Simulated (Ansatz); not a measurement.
Reaction (atomization): `[SeH][SiH2]Br` → Br• + 3 H• + Se• + Si•

Computed with Ansatz on PBE0-D4/def2-TZVP structures; ΔE is electronic, products minus reactants. CCSD(T)/CBS adds triple-zeta CCSD(T) − MP2 to the extrapolated MP2 energy (def2 sets, frozen cores). This one scheme is used for every species, atoms too. Functionals use def2-TZVPP. No spin–orbit coupling; open shells (•) take unrestricted orbitals. Spin–orbit coupling would lower the free atoms: a little for Si; clearly for Br, Se. Bonds to Br, Se are less sure, by a few kJ/mol each and by 10 to 20 or more in all where they break to atoms, as the def2 sets lack core-valence functions. Scalar relativity is left out up to krypton. One conformer a species, not always the lowest.

CCSD(T)/CBS gives +395.5 kcal/mol.

Q: Another level gave +283.4 kcal/mol. Which?
A. B2PLYP/def2-TZVPP
B. CAM-B3LYP-D4/def2-TZVPP
C. HF/def2-TZVPP
D. revPBE/def2-TZVPP

A: C. HF/def2-TZVPP 283.4, CAM-B3LYP-D4 386.5, revPBE 373.1, B2PLYP 382.6 kcal/mol.

Largest T1 diagnostic among the species: 0.012.

The D4 term adds +6.2 kcal/mol with B3LYP and +3.2 kcal/mol with PBE0; it sums over pairs of atoms, weighted by their polarisabilities, and B3LYP, whose exchange is more repulsive, gets the larger term. Leaving LDA and LC-ωPBE aside and taking each functional with its dispersion term where it has one, the values, not all of them listed here, spread over 12.2 kcal/mol, from BHLYP-D4 to ωB97X-V. LDA lies +55.0 kcal/mol from PBE without D4, its usual overbinding. From r2SCAN to r2SCAN0 (25 % exact exchange), in def2-TZVPP and without D4, ΔE moves by −4.9 kcal/mol: exact exchange takes away binding that semilocal exchange gives to molecules.

B3LYP here is the variant with VWN-RPA as its local correlation; programs differ in this.

For atomizations the MP2-based limit and the directly extrapolated one differ by several kJ/mol either way, and by 10 to 25 for some Ge, Se and Sn compounds, so smaller differences from it don't rank the levels.
